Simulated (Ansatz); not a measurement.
Start from `O[Si](O)(O)[O][Ti]([OH])([OH])[OH]` and change one atom or group to get `CC(C)[O][Ti]([OH])([OH])[OH]`.

Ansatz, PBE0-D4/def2-TZVP geometries, multiplicity 1. Each molecule was computed in one conformer, which needn't be the lowest.

Scalar relativity is left out up to krypton.

| property | `O[Si](O)(O)[O][Ti]([OH])([OH])[OH]` |
| --- | --- |
| HOMO–LUMO gap (ωB97M-V/def2-TZVPP) / eV | 11.93 |
| HOMO energy (B3LYP/def2-TZVPP) / eV | -8.52 |
| LUMO energy (B3LYP/def2-TZVPP) / eV | -1.91 |
| size of the dipole moment (B3LYP/def2-TZVPP) / D | 1.94 |
| HOMO–LUMO gap (PBE/def2-TZVPP) / eV | 4.44 |
| LUMO energy (PBE/def2-TZVPP) / eV | -2.60 |

Q: What does the change do to each property? (An estimate is asked.)

A: Ansatz gave: 
```csv
property,`CC(C)[O][Ti]([OH])([OH])[OH]`,shift
HOMO–LUMO gap (ωB97M-V/def2-TZVPP) / eV,11.48,-0.45
HOMO energy (B3LYP/def2-TZVPP) / eV,-7.88,0.64
LUMO energy (B3LYP/def2-TZVPP) / eV,-1.23,0.68
size of the dipole moment (B3LYP/def2-TZVPP) / D,0.85,-1.09
HOMO–LUMO gap (PBE/def2-TZVPP) / eV,4.68,0.24
LUMO energy (PBE/def2-TZVPP) / eV,-1.90,0.70
```

Dipoles are sizes alone; their direction can turn.

Positive LUMOs are unbound, so they and the gaps depend on the basis.

B3LYP here is the variant with VWN-RPA as its local correlation; programs differ in this.
